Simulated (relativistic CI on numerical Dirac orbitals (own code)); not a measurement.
## Co⁴⁺ in a cubic cluster: L2,3 absorption with charge transfer

Computed with a charge-transfer multiplet model of a cubic metal-ligand cluster with up to 2 ligand holes, Slater and spin-orbit integrals from Dirac-Coulomb-Breit ions, Slater integrals scaled by 0.8. The ground state mixes d5 with configurations of k ligand holes L, whose averages lie at kΔ + k(k − 1)U_dd/2; a core hole lowers each added d electron by U_cd. 300 K, Lorentzian 0.4 eV and Gaussian 0.3 eV FWHM.

Atomic integrals in eV (Slater integrals scaled, ζ unscaled), ground: F2dd 10.866, F4dd 6.824, zeta_d 0.080; with the core hole: F2dd 11.456, F4dd 7.196, zeta_d 0.102, zeta_core 9.658, F2cd 6.863, G1cd 5.283, G3cd 3.006.

Cluster parameters (eV): Δ = 2.5, U_dd = 7.4, 10Dq = 0.95, 10Dq(ligand) = 0.3, V(eg) = 1.8, V(t2g) = -0.94, final-state hopping factor = 1.

```csv
Case,n_d,d5,d6L,d7L2,S
U_cd = 8.6 eV,5.20,0.80,0.19,0.01,2.50
U_cd = 9.8 eV,5.20,0.80,0.19,0.01,2.50
U_cd = 10.4 eV,5.20,0.80,0.19,0.01,2.50
```

Weights, n_d and S are thermal averages at 300 K. Photon energies count from the first peak over 30 % of the highest in each spectrum, which can be another peak from case to case. The parameters are a model scan and need not match a compound or its usual spin state. Peaks in eV (height, largest 100):
- U_cd = 8.6 eV: -1.7 (21), 0.0 (100), 3.6 (9), 4.6 (10), 5.9 (5), 13.9 (15), 15.0 (11), 15.8 (19), 16.8 (19)
- U_cd = 9.8 eV: -1.7 (23), 0.0 (100), 3.1 (12), 4.3 (13), 5.5 (10), 13.9 (15), 15.7 (20), 16.5 (17)
- U_cd = 10.4 eV: -1.7 (23), 0.0 (100), 2.8 (14), 4.1 (14), 5.2 (15), 13.8 (15), 15.6 (21), 16.4 (17), 18.2 (5)

Curve for U_cd = 10.4 eV (points under 2 left out, the grid thinned):

```tsv
E (eV)	Intensity
-3.1	2.2
-2.6	6.3
-2.1	14.0
-1.6	22.0
-1.1	14.2
-0.6	35.5
-0.2	90.9
0.3	77.2
0.8	43.1
1.3	25.3
1.8	16.7
2.3	13.6
2.8	13.7
3.3	11.8
3.8	12.6
4.3	13.1
4.8	12.5
5.2	15.1
5.7	7.8
6.2	4.9
6.7	4.4
7.2	4.3
7.7	2.8
8.2	2.1
8.7	2.7
9.2	3.2
9.7	2.4
12.9	2.2
13.3	5.7
13.8	15.5
14.3	9.1
14.8	9.3
15.3	14.4
15.8	18.9
16.3	16.8
16.8	14.4
17.3	7.0
17.8	4.7
18.3	5.2
18.7	3.9
19.2	3.1
19.7	3.5
20.2	3.4
20.7	2.9
21.2	2.1
```

For the case U_cd = 8.6 eV, Δ = 2.5 eV is smaller than U_dd = 7.4 eV, the charge-transfer side of the Zaanen-Sawatzky-Allen scheme. With the core hole the configuration with one ligand hole lies at Δ + U_dd − U_cd = 1.3, 0.1, -0.5 eV from the one without, in the order of the table; where this is negative the screened configuration lies lower, though the effective hopping of about 2.9 eV (from the holes of the mixed ground state) mixes the two strongly wherever it is as large as the gap.
